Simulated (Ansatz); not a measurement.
`BC=NB` + `OBF` → `BOBF` + `BN=C` at 298.15 K and 1 bar (ligand exchange at a B–C bond).

Program: Ansatz. Geometries: PBE0-D4/def2-TZVP. ΔE: electronic, gas phase. CCSD(T)/CBS adds triple-zeta CCSD(T) − MP2 to the extrapolated MP2 energy (def2 sets, frozen cores). This one scheme is used for every species. One conformer a species, not always the lowest.

| species | CCSD(T)/CBS energy (Eh) | H − E (kJ/mol) | S (J/(mol·K)) |
| --- | --- | --- | --- |
| `BC=NB` | -145.31327 | 180.7 | 298.6 |
| `OBF` | -201.07426 | 91.0 | 252.9 |
| `BOBF` | -226.48924 | 124.6 | 290.2 |
| `BN=C` | -119.93970 | 148.0 | 253.7 |

H − E and S are ideal-gas, rigid-rotor, harmonic terms from PBE0-D4/def2-TZVP, for one conformer and one mirror image of each species. 1 Eh = 2625.50 kJ/mol, R = 8.31446 J/(mol·K).

Problem. By hand: ΔE, ΔH, ΔS and ΔG.

Solution. ΔE = (-226.48924) + (-119.93970) − (-145.31327) − (-201.07426) = -0.04141 Eh = -108.7 kJ/mol. Δ(H − E) = 124.6 + 148.0 − 180.7 − 91.0 = 0.9, so ΔH = -107.8 kJ/mol. ΔS = 290.2 + 253.7 − 298.6 − 252.9 = -7.6 J/(mol·K). ΔG = -107.8 − 298.15 × (-7.6)/1000 = -105.5 kJ/mol.

Problem. By hand: the equilibrium constant, and the temperature at which ΔG would vanish if ΔH and ΔS stayed fixed.

Solution. log₁₀ K = −ΔG/(RT ln 10) = 18.5. ΔG = 0 at ΔH/ΔS = 14184 K, far beyond where these terms or the molecules hold.

The number of gas molecules stays the same, so ΔS is small and ΔH decides. A doubt of 5 kJ/mol in ΔE shifts log₁₀ K by 0.9 here. Other conformers and mirror images would add mixing entropy, several J/(mol·K) or more a flexible species. These are equilibria of isolated gas molecules and say nothing of rates. Largest T1 diagnostic: 0.017 (customary marks: 0.02 for closed shells, 0.045 for open ones).
